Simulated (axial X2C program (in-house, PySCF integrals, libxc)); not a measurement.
**Working with the constants of SnP⁻**

A bond curve at the PBE0 level, with spin–orbit coupling, was computed with an in-house all-electron X2C program for linear molecules (integrals from PySCF) (basis Sn dyall-acv3z [12s13p10d5f1g], P dyall-av3z [9s8p3d2f] (cores contracted in-house)) for the state Ω = 0 (closed shell). Its fit gives Re = 2.2607 Å, ωe = 465.3 cm⁻¹, ωexe = 1.1 cm⁻¹ and αe = 4.564e-04 cm⁻¹; the masses are 119.9022 and 30.9738 u. Two-component means X2C with spin–orbit coupling and atomic mean-field Coulomb and Gaunt terms.

(1) Find the reduced mass, Be and the force constant.

(2) Estimate the centrifugal constant by the Kratzer relation.

(3) Where do the fundamental and the first overtone lie?

(4) Give B0, the J = 1←0 line in GHz and the most populated J at 300 K (kT = 208.5 cm⁻¹).

(5) A Morse curve ties αe to the other constants (Pekeris). How well does that hold?

Occupations by symmetry block were frozen at the best pattern of an incomplete PBE0 search.

Results:

(1) From the PBE0 values: μ = 24.6151 u. Be = 16.8576/(μ Re²) = 0.134 cm⁻¹. k = 5.8918×10⁻⁷ μ ωe² = 3.14 mdyn/Å.

(2) D = 4Be³/ωe² = 4.45e-08 cm⁻¹.

(3) ν(1←0) = ωe − 2ωexe = 463.1 cm⁻¹; ν(2←0) = 2ωe − 6ωexe = 924.0 cm⁻¹.

(4) B0 = Be − αe/2 = 0.1338 cm⁻¹; 2B0 = 8.021 GHz; J(max) ≈ √(kT/2B0) − 1/2 = 27.4, so J = 27.

(5) αe(Morse) = 6Be²/ωe × (√(ωexe/Be) − 1) = 4.319e-04 cm⁻¹; the PBE0 curve gives 4.564e-04 cm⁻¹, a ratio of 0.95.
